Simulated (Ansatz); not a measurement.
C₄H₁₃O₂Si, charge +1, singlet, geometry from GFN2-xTB; B3LYP/6-31G run with Ansatz (an electronic-structure program).

Here is a job for Ansatz.
Ansatz 0.2 input:
```yaml
crystal:
  periodic: [false, false, false]
  atoms:
    - {symbol: C, position_ang: [-1.92925911, -1.25907693, -1.24851295]}
    - {symbol: O, position_ang: [-0.71176620, -0.69115624, -0.80831918]}
    - {symbol: Si, position_ang: [-0.25509968, 0.32541663, 0.33612561]}
    - {symbol: C, position_ang: [-0.67182486, 2.15085049, 0.10822801]}
    - {symbol: C, position_ang: [-0.15494364, -0.39030605, 2.08187208]}
    - {symbol: O, position_ang: [1.50194188, 0.37773446, -0.26872542]}
    - {symbol: C, position_ang: [2.29303448, -0.78210972, -0.55217992]}
    - {symbol: H, position_ang: [-1.70501146, -1.86462644, -2.12530813]}
    - {symbol: H, position_ang: [-2.35820402, -1.88700176, -0.46860548]}
    - {symbol: H, position_ang: [-2.63845515, -0.47748127, -1.51639121]}
    - {symbol: H, position_ang: [-1.72082946, 2.33510923, 0.32315598]}
    - {symbol: H, position_ang: [-0.10582627, 2.80072822, 0.77014024]}
    - {symbol: H, position_ang: [-0.49671958, 2.48136616, -0.91466738]}
    - {symbol: H, position_ang: [-1.13694046, -0.43139931, 2.54604367]}
    - {symbol: H, position_ang: [0.47237155, 0.20273905, 2.74247402]}
    - {symbol: H, position_ang: [0.23398734, -1.40799559, 2.08081981]}
    - {symbol: H, position_ang: [2.05104430, 1.10996727, 0.03932282]}
    - {symbol: H, position_ang: [2.76587305, -1.16432243, 0.35197743]}
    - {symbol: H, position_ang: [1.61742256, -1.52829167, -0.95968288]}
    - {symbol: H, position_ang: [3.04923673, -0.53339660, -1.29512380]}
basis:
  gaussian:
    orbitals: 6-31G
hamiltonian:
  xc: b3lyp
total_charge: 1
```

Predict the main parts of the log of this Ansatz run.


```
Functional definition: B3LYP
1214 factors; integrals over basis functions are off by at most 1.9e-4 eV
mean field evaluation 1: about -16302.9964 eV, gradient 9.9e1 eV
mean field evaluation 2: about -16284.4919 eV, gradient 1.4e2 eV
mean field evaluation 4: about -16323.3097 eV, gradient 4.5e0 eV
mean field evaluation 8: about -16323.6815 eV, gradient 1.1e0 eV
mean field evaluation 16: about -16323.6849 eV, gradient 2.5e-4 eV
mean field -16323.68490457 eV, -599.8843556519 hartree, gradient 4.7e-5 eV, S^2 0.000000; 0 other end points of the search recorded, 0 dependent functions left out
reference -16323.68514990 eV, -599.8843646678 hartree; 33, 33 occupied and 60, 60 virtual orbitals, 1214 factors
Total energy: -16323.68514990 eV, -599.8843646678 hartree
```
